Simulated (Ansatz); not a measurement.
`B[NH][AlH2]` + `[NH2][GeH3]` → `B[NH][GeH3]` + `[NH2][AlH2]` at 298.15 K and 1 bar (ligand exchange at a B–N bond).

Gas-phase electronic energies from Ansatz, PBE0-D4/def2-TZVP geometries. CCSD(T)/CBS is the MP2 limit (def2-TZVPP, def2-QZVPP) plus CCSD(T) − MP2 in def2-TZVPP, frozen cores. This one scheme is used for every species. For Ge outer-core shells are correlated without core-valence functions, which leaves a few kJ/mol of doubt a bond. Scalar relativity is left out up to krypton.

```tsv
species	CCSD(T)/CBS energy (Eh)	H − E (kJ/mol)	S (J/(mol·K))
`B[NH][AlH2]`	-324.56557	151.1	289.3
`[NH2][GeH3]`	-2133.81884	141.9	275.3
`B[NH][GeH3]`	-2159.24687	178.2	305.9
`[NH2][AlH2]`	-299.14566	115.0	251.7
```

H − E and S are ideal-gas, rigid-rotor, harmonic terms from PBE0-D4/def2-TZVP. 1 Eh = 2625.50 kJ/mol, R = 8.31446 J/(mol·K).

Task: By hand: ΔE, ΔH, ΔS and ΔG.

Result: ΔE = (-2159.24687) + (-299.14566) − (-324.56557) − (-2133.81884) = -0.00812 Eh = -21.3 kJ/mol. Δ(H − E) = 178.2 + 115.0 − 151.1 − 141.9 = 0.2, so ΔH = -21.1 kJ/mol. ΔS = 305.9 + 251.7 − 289.3 − 275.3 = -7.0 J/(mol·K). ΔG = -21.1 − 298.15 × (-7.0)/1000 = -19.0 kJ/mol.

Task: By hand: the equilibrium constant, and the temperature at which ΔG would vanish if ΔH and ΔS stayed fixed.

Result: log₁₀ K = −ΔG/(RT ln 10) = 3.3. ΔG = 0 at ΔH/ΔS = 3014 K, far beyond where these terms or the molecules hold.

The number of gas molecules stays the same, so ΔS is small and ΔH decides. A doubt of 5 kJ/mol in ΔE shifts log₁₀ K by 0.9 here. These are equilibria of isolated gas molecules and say nothing of rates. Largest T1 diagnostic: 0.013 (customary marks: 0.02 for closed shells, 0.045 for open ones).
